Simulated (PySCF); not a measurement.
## How methods differ on the ionisation energy of Bi⁺

Bi⁺ [Xe] 4f14 5d10 6s2 6p2 (3P) → Bi²⁺ [Xe] 4f14 5d10 6s2 6p1 (2P), as a difference of total energies. Computed with PySCF 2.14 in aug-cc-pVTZ-PP with one added diffuse shell each of d, f type with ECP60MDF (6s5p5d3f, 67 functions), with a scalar-relativistic core potential. Correlated levels: valence: 5s2 5p6 5d10 frozen. The calculations carry no spin-orbit coupling.

Problem. Order these methods by the ionisation energy they give, lowest first.
A. MP2 (valence)
B. CCSD (valence)
C. UHF
D. SCS-MP2 (valence)

Solution. C (15.310 eV), D (15.523 eV), A (15.582 eV), B (15.618 eV).

Spin-orbit coupling is strong in these open shells (close to jj coupling). The scalar numbers leave it out and a first-order estimate fails, so it can dominate the gap to the real levels.

Errors of the correlated levels include the incompleteness of this basis and the frozen core.

For comparison: 16.703 eV (measured; NIST Atomic Spectra Database, ionization energies).
